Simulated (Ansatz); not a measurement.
Consider the ligand exchange at a Mg–N bond: `[CH3][Mg][N](C)C` + H–F → `[CH3][Mg][F]` + `CNC`.

Gas-phase electronic energies from Ansatz, PBE0-D4/def2-TZVP geometries. CCSD(T)/CBS adds triple-zeta CCSD(T) − MP2 to the extrapolated MP2 energy (def2 sets, frozen cores). This one scheme is used for every species. Functionals use def2-TZVPP. For Mg outer-core shells are correlated without core-valence functions, which leaves a few kJ/mol of doubt a bond. Each species was taken in one conformer, which may not be the lowest.

```tsv
level	ΔE (kcal/mol)
ωB97X-V	-35.5
revPBE	-34.9
BLYP	-36.6
CAM-B3LYP	-36.8
LC-ωPBE	-36.4
HF/def2-TZVPP	-38.1
CCSD(T)/def2-TZVPP	-32.1
SCS-MP2/def2-QZVPP	-33.5
```

(1) What does CCSD(T)/CBS give? (Best estimate.)

Largest T1 diagnostic among the species: 0.010.

Results:

(1) Ansatz gave: -32.4 kcal/mol. The listed levels differ from it by -3.1, -2.5, -4.2, -4.4, -4.0, -5.7, 0.3, -1.1 kcal/mol.

In def2-TZVPP, CCSD(T) changes the Hartree–Fock value by +6.0 kcal/mol (the triples alone add +1.0 kcal/mol) and MP2 by +6.1 kcal/mol. At CCSD(T), def2-SVP lies −2.9 kcal/mol from the extrapolated value and def2-TZVPP +0.2 kcal/mol.
